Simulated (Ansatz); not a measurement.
System: SnCl3, charge 0, multiplicity 2. It need not be the lowest isomer of its formula. 
Structure (B3LYP-D3(BJ)/def2-TZVP (Ansatz, a program for electronic structure) minimum search):
```xyz
4

Sn    -0.2740    -0.2980    -0.1515
Cl     0.1016     1.4065    -1.7413
Cl    -1.1145     0.7217     1.8048
Cl     1.8187    -1.2517     0.3820
```
Charge 0, spin multiplicity 2.

Wanted: atomisation energy (electronic, to ground-state atoms), in kcal/mol. Cores are frozen in the correlated levels unless marked. Open shells are spin-unrestricted. No spin-orbit coupling. The frozen core is the preceding noble-gas configuration, with the filled d and f shells of earlier blocks. Past Kr the def2 sets carry scalar-relativistic core potentials. The coupled-cluster limit lacks core correlation, which all-electron functionals hold. CBS(X,Y): correlation extrapolated as X^-3; Hartree-Fock from the larger set.

```csv
level,program,atomisation energy (kcal/mol)
PBE0/def2-SVP,Ansatz,226.1
r2SCANh/def2-TZVPD,Ansatz,?
CAM-B3LYP-D3(BJ)/def2-TZVPD,Ansatz + dftd3,224.0
LC-wPBE-D4/def2-TZVPD,Ansatz + dftd4,226.1
RPA@PBE/def2-QZVPP,Ansatz,?
SCS-MP2/def2-QZVPP,Ansatz,231.7
CCSD/def2-SVP,Ansatz,?
"CCSD(T)/CBS(def2-TZVPP,def2-QZVPP)",Ansatz,234.0
```

Q: Fill in the missing entries.

A: 
- r2SCANh/def2-TZVPD, atomisation energy (kcal/mol): 233.2
- RPA@PBE/def2-QZVPP, atomisation energy (kcal/mol): 200.7
- CCSD/def2-SVP, atomisation energy (kcal/mol): 193.8
